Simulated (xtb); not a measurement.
xtb input (GFN-FF):

```bash
xtb mol.xyz --gfnff --opt tight --chrg 1 --uhf 0
```
mol.xyz:
```
2

Mg    -0.00000000    -0.00000000    -1.24137164
Cl     0.00000000     0.00000000     0.87626233
```

End of the output:

```
         :::::::::::::::::::::::::::::::::::::::::::::::::::::
         ::                     SUMMARY                     ::
         :::::::::::::::::::::::::::::::::::::::::::::::::::::
         :: total energy               1.408549315569 Eh    ::
         :: gradient norm              0.000206755702 Eh/a0 ::
         ::.................................................::
         :: bond energy               -0.033386271969 Eh    ::
         :: angle energy               0.000000000000 Eh    ::
         :: torsion energy             0.000000000000 Eh    ::
         :: repulsion energy           0.000783209051 Eh    ::
         :: electrostat energy         1.441740933073 Eh    ::
         :: dispersion energy         -0.000588554584 Eh    ::
         :: HB energy                  0.000000000000 Eh    ::
         :: XB energy                  0.000000000000 Eh    ::
         :: bonded atm energy          0.000000000000 Eh    ::
         :: external energy            0.000000000000 Eh    ::
         :: add. restraining           0.000000000000 Eh    ::
         :: total charge               1.000000000000 e     ::
         :::::::::::::::::::::::::::::::::::::::::::::::::::::

           -------------------------------------------------
          |                Property Printout                |
           -------------------------------------------------

molecular dipole:
                 x           y           z       tot (Debye)
 q only:        0.000       0.000       1.060       2.693
           -------------------------------------------------
          |                Geometry Summary                 |
           -------------------------------------------------

      molecular mass/u    :       59.7579892
   center of mass at/Å    :        0.0000000       0.0000000       0.0413010
  moments of inertia/u·Å² :        0.0000000E+00   0.8305314E+02   0.8305314E+02
rotational constants/cm⁻¹ :             Infinity   0.2029741E+00   0.2029741E+00

optimized geometry written to: xtbopt.xyz

           -------------------------------------------------
          | TOTAL ENERGY                1.408549315569 Eh   |
          | GRADIENT NORM               0.000206755702 Eh/α |
           -------------------------------------------------
########################################################################
[WARNING] Runtime exception occurred
-1- gfnff_setup: Could not read topology file.
########################################################################

------------------------------------------------------------------------
------------------------------------------------------------------------
 total:
 SCF:
 ANC optimizer:
```
